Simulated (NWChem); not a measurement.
CH$_{2}$I (+1) in NWChem

```xyz
4

C      0.0000     0.0000    -1.6843
I      0.0000     0.0000     0.2749
H      0.9526     0.0000    -2.2332
H     -0.9526     0.0000    -2.2332
```
Charge +1, spin multiplicity 1.

Everything below was run with NWChem. Structure: optimised with B3LYP/def2-SVP with def2 effective core potentials on I, a minimum by its harmonic frequencies.

Symmetry labels belong to the abelian group C2v used in the runs, with the axes of the coordinates shown.

Effective core potentials replace the inner electrons of I; spin-orbit coupling is left out. The spin multiplicity of the parent species was assumed, not shown to be that of its ground state. The structure started from a generated list of species.

**Question.** List the lowest 6 singlet excitations that CIS/def2-SVPD with def2 effective core potentials on I gives, with oscillator strengths.

**Answer.** 
| state | symmetry | energy (eV) | wavelength (nm) | f |
|---|---|---|---|---|
| 1 | a2 | 3.16 | 392 | 0.000 |
| 2 | a1 | 5.32 | 233 | 0.216 |
| 3 | b2 | 5.91 | 210 | 0.002 |
| 4 | b1 | 6.36 | 195 | 0.006 |
| 5 | b2 | 7.15 | 173 | 0.010 |
| 6 | a2 | 7.92 | 157 | 0.000 |
